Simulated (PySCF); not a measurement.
# Optical rotation: SMILES B[C@@H]1OC2(CC2)[C@H]1Cl, C5H8BClO

Molfile (atoms numbered from 1):
```
C5H8BClO
     RDKit          3D

 16 17  0  0  0  0  0  0  0  0999 V2000
    2.5411   -0.2171   -0.7864 B   0  0  0  0  0  0  0  0  0  0  0  0
    1.2273   -0.6920   -0.0750 C   0  0  2  0  0  0  0  0  0  0  0  0
   -0.0116   -0.7118   -0.8273 O   0  0  0  0  0  0  0  0  0  0  0  0
   -0.6832    0.0176    0.1828 C   0  0  0  0  0  0  0  0  0  0  0  0
   -2.0692   -0.2810    0.6431 C   0  0  0  0  0  0  0  0  0  0  0  0
   -1.7676    1.0076   -0.0809 C   0  0  0  0  0  0  0  0  0  0  0  0
    0.5706    0.1929    1.0067 C   0  0  1  0  0  0  0  0  0  0  0  0
    0.5371   -0.4577    2.6553 Cl  0  0  0  0  0  0  0  0  0  0  0  0
    3.4591    0.0301   -0.1116 H   0  0  0  0  0  0  0  0  0  0  0  0
    2.5822   -0.1336   -1.9466 H   0  0  0  0  0  0  0  0  0  0  0  0
    1.4087   -1.7040    0.3235 H   0  0  0  0  0  0  0  0  0  0  0  0
   -2.6154   -1.0433    0.1110 H   0  0  0  0  0  0  0  0  0  0  0  0
   -2.2651   -0.2452    1.7037 H   0  0  0  0  0  0  0  0  0  0  0  0
   -2.1102    1.1058   -1.0986 H   0  0  0  0  0  0  0  0  0  0  0  0
   -1.7622    1.9282    0.4828 H   0  0  0  0  0  0  0  0  0  0  0  0
    0.9507    1.2126    1.0736 H   0  0  0  0  0  0  0  0  0  0  0  0
  1  2  1  0
  2  3  1  0
  3  4  1  0
  4  5  1  0
  5  6  1  0
  4  7  1  0
  7  8  1  0
  7  2  1  0
  6  4  1  0
  1  9  1  0
  1 10  1  0
  2 11  1  1
  5 12  1  0
  5 13  1  0
  6 14  1  0
  6 15  1  0
  7 16  1  1
M  END
```

Method used: PySCF 2.14.0, TDDFT PBE0/def2-SVPD circular dichroism and optical rotation, one conformer, gas phase. Geometry: GFN2-xTB.

States above about 7.0 eV (minus the energy of the highest occupied orbital) lie near or above the ionisation threshold and depend on the basis.

Stereocentres: C2 S, C7 S.

What is the specific rotation at 633, 589.3, 546, 436, 405, 365, 355 nm?

[α] in deg dm⁻¹ (g/mL)⁻¹:
```csv
λ (nm),origin-invariant length gauge,modified velocity gauge,length gauge (centre of mass),isotropic polarisability (au)
633,+78.8,+90.0,+77.7,88.1
589.3,+91.7,+105.2,+90.4,88.4
546,+107.6,+124.2,+106.1,88.8
436,+162.7,+196.8,+160.5,90.6
405,+170.6,+217.1,+168.2,91.4
365,+84.5,+171.5,+82.5,92.9
355,-16.1,+96.2,-17.4,93.4
```

The shortest wavelength is close to the first absorption, where this undamped response comes out too large.

Where the gauges differ in sign the basis doesn't settle the rotation.

And for the mirror image at 589.3 nm?

-91.7 deg dm⁻¹ (g/mL)⁻¹ (origin-invariant length gauge): the same size and the opposite sign.

What is the molar rotation [Φ] = [α]·M/100 of the geometry above at 589.3 nm?

With M = 130.38 g/mol, +119.5 deg cm² dmol⁻¹ (origin-invariant length gauge).

The first excitation lies at 3.83 eV (323 nm) with R = -1.5 × 10⁻⁴⁰ esu² cm² (velocity form).
